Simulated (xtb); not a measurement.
N-(methylaminosilyl)ethanamine (C3H12N2Si), SMILES CCN[SiH2]NC. All values are semi-empirical tight-binding results from xtb (GFN2-xTB unless named), good for trends rather than for accurate numbers. Coordinates come from a GFN2-xTB optimisation. One conformer was computed; it need not be the lowest.

```
Quantity                                          Value
----------------------------------------  -------------
orbital gap                                     5.65 eV
dipole moment                                    0.74 D
zero-point energy                         94.9 kcal/mol
G − E(el) at 298.15 K (modified RRHO)     73.3 kcal/mol
static polarisability (D4 model)             86.2 bohr³
solvation energy, GFN2-xTB/ALPB(water)    -1.7 kcal/mol
solvation energy, GFN2-xTB/ALPB(benzene)  -5.1 kcal/mol
```
